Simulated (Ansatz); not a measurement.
A run for Ansatz (a quantum-chemistry and plane-wave program): R-CCSD(T)/aug-cc-pVTZ on BeH3N (SMILES [BeH][NH2]), atoms moved off the minimum.

Ansatz 0.2 input:
```yaml
crystal:
  periodic: [false, false, false]
  atoms:
    - {symbol: Be, position_ang: [-0.60504758, -0.18487156, -0.81442337]}
    - {symbol: H, position_ang: [-1.37270911, -0.21105990, -1.90265853]}
    - {symbol: N, position_ang: [0.34512759, 0.09333835, 0.44604531]}
    - {symbol: H, position_ang: [1.04035089, -0.52679730, 0.78820712]}
    - {symbol: H, position_ang: [0.33541816, 0.80053603, 1.14037612]}
basis:
  gaussian:
    orbitals: aug-cc-pVTZ
magnetization: {spin_polarized: false}
correlation: {method: ccsd_t, electrons: outside_noble_gas}
scf: {lower_state_search: off}
output: {forces: true}
```

The head of its log:

```
WARN ansatz: RAYON_NUM_THREADS=1 ignored (pool sized by the plan → 1); use --threads N
Functional definition: HF
these checks for a lower state are left out or cut short: starts, cluster_reference, orbital_swaps, neighbouring_geometries, increment
integrals: 0.43 GiB planned
919 factors; integrals over basis functions are off by at most 7.2e-4 eV
mean field: 0.28 GiB planned
mean field evaluation 1: about -1925.4056 eV, gradient 3.9e1 eV
mean field evaluation 2: about -1925.4058 eV, gradient 3.9e1 eV
mean field evaluation 4: about -1928.7266 eV, gradient 2.4e0 eV
mean field evaluation 8: about -1928.7570 eV, gradient 9.3e-2 eV
mean field -1928.75703293 eV, -70.8805136017 hartree, gradient 2.9e-6 eV, S^2 0.000000; 0 other end points of the search recorded, 0 dependent functions left out
2 core orbitals not correlated
reference -1928.75703293 eV, -70.8805136017 hartree; 5, 5 occupied and 154, 154 virtual orbitals, 919 factors
too little memory for Intel AMX tiles; the run may be slower
densities: 1.17 GiB planned
```

Question: Give the final energy of this run.

Answer: -71.1852 hartree (reference determinant -70.8805, T1 diagnostic 0.010).
